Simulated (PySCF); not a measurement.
Computed shifts of a molecule C5H4F2, KT2/pcSseg-1 (PySCF), GIAO, gas phase, atoms alike by connectivity averaged where their shifts nearly agree, in ppm (number of nuclei): ¹⁹F: -201.3 (2). ¹³C: 133.0 (2), 131.7 (2), 131.2 (1). ¹H: 6.34 (2), 6.32 (2). References: ¹⁹F against CFCl3 (σ = 127.1 ppm); ¹³C against TMS (σ = 185.1 ppm); ¹H against TMS (σ = 31.47 ppm), references at their B3LYP-D3(BJ)/def2-TZVP geometries, non-relativistic. Geometry optimised at PBE0-D3(BJ)/def2-SVP. One conformer was computed; it need not be the lowest.

**Question.** Which molecule gave these data?
A. C=CC#CC(F)F
B. C#C[C@@H]1CC1(F)F
C. FC1=CCC=C1F
D. FC1(F)C=CC=C1

**Answer.** D, FC1(F)C=CC=C1
